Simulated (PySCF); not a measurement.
C₂H₇OSi, SMILES C[Si](C)O, multiplicity 2.

Coordinates come from a PBE-D3(BJ)/def2-SVP optimisation. The isomer is the one that the SMILES or the coordinates give; other isomers of the formula were not compared. The values are those of a single conformer.

Two levels are set side by side: PBE/def2-TZVP (PySCF) and B3LYP/def2-TZVP (PySCF). Same geometry, gas phase. Differences are taken from unrounded values.

| quantity | B3LYP |
|---|---|
| α-spin orbital gap (eV) | 5.45 |
| β-spin orbital gap (eV) | 6.08 |
| dipole moment (D) | 1.20 |
| mean polarisability (bohr³) | 58.6 |

Task: What does PBE give, and how far is it from B3LYP? (Estimate from the structure and the level; the computed values follow.)

Result: 
```tsv
quantity	PBE	PBE minus B3LYP
α-spin orbital gap (eV)	3.96	-1.49
β-spin orbital gap (eV)	4.47	-1.61
dipole moment (D)	1.13	-0.07
mean polarisability (bohr³)	60.5	1.9
```

Loosely held outer electrons make PBE densities more polarisable. Differences between two approximate levels are no errors against the true value.

Rough cost on one machine, each run with all the roots and properties that it gave: B3LYP against PBE within a factor of 2.
